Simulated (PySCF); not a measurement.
The numbers below are computed, except where a source is named.
# SiF3

The system: SiF3, a small molecule (built as: Si site whose three back bonds go to F, F, F); neutral, doublet. The structure was relaxed in the gas phase by PBE0-D3(BJ)/def2-SVP. No frequency run checks that it is a minimum.

SMILES: F[Si](F)F

Coordinates in Å:
```
Si1     0.155   -0.413    0.011
F2     -1.282   -0.301    0.723
F3      0.006    0.161   -1.484
F4      1.171    0.547    0.805
```

EPR values by unrestricted B3LYP, IGLO-III on F Si.

Q: Predict g and the largest hyperfine couplings. Where does the spin sit?

A: g = 2.0000, 2.0000, 2.0017. The spin sits on Si1 (92 %, bonded to 3 F) by Mulliken populations.
```json
{"atom": "Si1", "isotope": "29Si", "isotropic (MHz)": "-1455.3", "dipolar, principal values (MHz)": "-112.3, 56.1, 56.1"}
{"atom": "F4", "isotope": "19F", "isotropic (MHz)": "348.7", "dipolar, principal values (MHz)": "-141.3, -135.5, 276.9"}
{"atom": "F3", "isotope": "19F", "isotropic (MHz)": "348.7", "dipolar, principal values (MHz)": "-141.2, -135.4, 276.6"}
{"atom": "F2", "isotope": "19F", "isotropic (MHz)": "348.4", "dipolar, principal values (MHz)": "-141.2, -135.4, 276.6"}
```

Q: How do the isotropic couplings move with BHandHLYP?

A: Si1 -1455.3 to -1493.8 MHz, F4 348.7 to 371.5 MHz, F3 348.7 to 371.5 MHz, F2 348.4 to 371.2 MHz.

The 2 runs behind this took 24 s in all, one thread each of Arm Neoverse V1 on a shared host, launched as `OMP_NUM_THREADS=1 python cluster_run.py task.json out`.
